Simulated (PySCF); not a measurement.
oxetane-3-carbonitrile (C₄H₅NO), SMILES C(#N)C1COC1. Atoms are numbered in the order given.

```xyz
11

N      2.6055     0.3048     0.0000
C      1.5125    -0.0928     0.0000
C      0.1361    -0.5611     0.0000
C     -0.8559     0.0371    -1.0313
O     -1.8166     0.2999     0.0000
C     -0.8559     0.0371     1.0313
H      0.1225    -1.6609     0.0000
H     -1.2355    -0.6570    -1.7974
H     -0.4891     0.9602    -1.5136
H     -1.2355    -0.6570     1.7974
H     -0.4891     0.9602     1.5136
```

The structure is a stationary point at TPSSh-D3(BJ)/def2-SVP.

Calculation: KT2/pcSseg-1 (PySCF).

GIAO shieldings, no solvent; atoms listed in one row are averaged. δ = σ(ref) − σ: ¹⁵N against NH3 (σ = 266.2 ppm); ¹³C against TMS (σ = 185.1 ppm); ¹⁷O against H2O (σ = 330.4 ppm); ¹H against TMS (σ = 31.47 ppm), references at their B3LYP-D3(BJ)/def2-TZVP geometries, non-relativistic.

| nucleus | atoms | count | δ (ppm) |
|---|---|---|---|
| ¹⁵N | N1 | 1 | 294.3 |
| ¹³C | C2 | 1 | 114.4 |
| ¹³C | C4, C6 | 2 | 80.6 |
| ¹³C | C3 | 1 | 29.4 |
| ¹⁷O | O5 | 1 | 31.6 |
| ¹H | H11, H9 | 2 | 5.29 |
| ¹H | H10, H8 | 2 | 5.04 |
| ¹H | H7 | 1 | 4.13 |
